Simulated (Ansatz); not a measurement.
A calculation with Ansatz (development build ahead of 0.2.0).

```yaml
crystal:
  periodic: [false, false, false]
  atoms:
    - { symbol: B, position_ang: [1.22, 0.0, 0.0] }
    - { symbol: B, position_ang: [-1.22, 0.0, 0.0] }
    - { symbol: B, position_ang: [0.0, 1.22, 0.0] }
    - { symbol: B, position_ang: [0.0, -1.22, 0.0] }
    - { symbol: B, position_ang: [0.0, 0.0, 1.22] }
    - { symbol: B, position_ang: [0.0, 0.0, -1.22] }
    - { symbol: H, position_ang: [2.42, 0.0, 0.0] }
    - { symbol: H, position_ang: [-2.42, 0.0, 0.0] }
    - { symbol: H, position_ang: [0.0, 2.42, 0.0] }
    - { symbol: H, position_ang: [0.0, -2.42, 0.0] }
    - { symbol: H, position_ang: [0.0, 0.0, 2.42] }
    - { symbol: H, position_ang: [0.0, 0.0, -2.42] }
basis:
  gaussian: { orbitals: "6-31G" }
total_charge: -2
hamiltonian:
  xc: hf
correlation:
  method: mp2
  frozen_orbitals: { B: 1, H: 0 }
output:
  forces: true
```

The input is written out in the form of the current development build from the run's settings.

The run gave:

```json
{
 "Converged": "yes",
 "Reference energy": "-151.34955 hartree",
 "Correlation energy": "-0.39088 hartree",
 "Total energy": "-151.74044 hartree"
}
```

Forces (eV/Å):
```csv
atom,Fx,Fy,Fz
B1,0.766,0.000,0.000
B2,-0.766,0.000,0.000
B3,0.000,0.766,0.000
B4,0.000,-0.766,0.000
B5,0.000,0.000,0.766
B6,0.000,0.000,-0.766
H7,0.534,0.000,0.000
H8,-0.534,0.000,0.000
H9,0.000,0.534,0.000
H10,0.000,-0.534,0.000
H11,0.000,0.000,0.534
H12,0.000,0.000,-0.534
```

Caution: no unrestricted run beside it, a lower state can exist; no diffuse functions for an anion; other spin multiplicities were not run.
